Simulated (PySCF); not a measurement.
Job file and geometry (Å, from GFN2-xTB) of an NMR shielding run on `InChI=1S/C2H10B2NP/c1-3-6-4-5-2/h3-6H,1-2H3`, PySCF 2.14.0, density-fitted response routines, GIAO PBE0/pcSseg-1 NMR shielding, non-relativistic, gas phase; density fitting, a coarse starting grid and PySCF grid level 2 are the driver's defaults:

```
$ OMP_NUM_THREADS=1 python probes_run.py task.json out

{"job": {"kind": "nmr", "xc": "PBE0", "basis": "pcSseg-1"}, "charge": 0, "multiplicity": 1}
C     -2.885783     0.431270     0.292465
B     -2.138385    -0.895499     0.709397
P     -0.623982    -1.452555    -0.163622
B      0.595437    -0.031398    -0.255807
N      1.873741    -0.191285     0.241094
C      2.949029     0.773433     0.236523
H     -3.925891     0.235693     0.032840
H     -2.914395     1.125705     1.132982
H     -2.427145     0.952660    -0.545053
H     -2.610362    -1.592373     1.528502
H     -0.028460    -2.344396     0.712645
H      0.291822     0.978975    -0.764242
H      2.149740    -1.067520     0.664393
H      3.824125     0.378272    -0.286386
H      2.616892     1.676790    -0.269852
H      3.246019     1.031171     1.257676
```

Task: Write the output of this run.

Result: 
```
coarse grid: 13232 points
cycle   1  E = -527.5908148359  dE =  4.345e-01  |g| = 4.099e-01  |ddm| = 3.343e+00
cycle   2  E = -527.5876137602  dE =  3.201e-03  |g| = 4.376e-01  |ddm| = 8.055e-01
cycle   3  E = -527.6377358579  dE = -5.012e-02  |g| = 5.593e-02  |ddm| = 4.375e-01
cycle   4  E = -527.6383980127  dE = -6.622e-04  |g| = 2.762e-02  |ddm| = 7.599e-02
cycle   5  E = -527.6385669379  dE = -1.689e-04  |g| = 6.725e-03  |ddm| = 2.600e-02
cycle   6  E = -527.6385775301  dE = -1.059e-05  |g| = 2.012e-03  |ddm| = 9.187e-03
cycle   7  E = -527.6385784989  dE = -9.689e-07  |g| = 4.312e-04  |ddm| = 2.581e-03
final grid: 121472 points
cycle   8  E = -527.6690264292  dE = -3.745e-05  |g| = 8.232e-03  |ddm| = 2.612e-02
cycle   9  E = -527.6690172903  dE =  9.139e-06  |g| = 1.028e-02  |ddm| = 1.491e-02
cycle  10  E = -527.6690437324  dE = -2.644e-05  |g| = 1.187e-03  |ddm| = 8.711e-03
cycle  11  E = -527.6690440489  dE = -3.165e-07  |g| = 2.554e-04  |ddm| = 9.888e-04
cycle  12  E = -527.6690440630  dE = -1.408e-08  |g| = 6.237e-05  |ddm| = 3.095e-04
cycle  13  E = -527.6690440641  dE = -1.117e-09  |g| = 2.465e-05  |ddm| = 1.141e-04
cycle  14  E = -527.6690440643  dE = -1.789e-10  |g| = 5.346e-06  |ddm| = 3.175e-05
converged SCF energy = -527.6690440643

GIAO shielding tensors (ppm)
atom      isotropic    diamagn.    paramagn.     s11        s22        s33       span
  0 C      173.489     251.515     -78.026    147.975    178.233    194.258     46.282
  1 B       16.301     194.800    -178.499    -75.851     -8.413    133.167    209.017
  2 P      414.994     972.529    -557.535    285.447    444.001    515.534    230.086
  3 B       62.371     200.987    -138.616     26.424     46.231    114.459     88.035
  4 N      140.263     323.580    -183.317     41.098    173.898    205.793    164.695
  5 C      146.956     241.883     -94.927    127.011    127.578    186.279     59.268
  6 H       30.623      27.810       2.812     26.812     27.858     37.198     10.386
  7 H       30.920      30.067       0.853     27.140     28.801     36.818      9.678
  8 H       30.032      33.046      -3.014     26.064     30.725     33.307      7.243
  9 H       23.385      30.053      -6.667     16.950     25.858     27.348     10.398
 10 H       28.423      33.834      -5.411     24.095     27.737     33.437      9.342
 11 H       26.163      33.943      -7.780     24.076     25.666     28.748      4.672
 12 H       27.697      34.567      -6.870     20.447     30.367     32.277     11.830
 13 H       28.560      26.356       2.205     24.021     26.594     35.066     11.045
 14 H       28.516      28.713      -0.197     25.149     27.619     32.779      7.631
 15 H       28.509      27.408       1.101     24.002     26.672     34.852     10.850
```

Size and cost of the density-fitted run: 159 basis functions, 43 s wall time on 1 thread of an Arm Neoverse N1, shared host; peak memory 0.72 GiB.
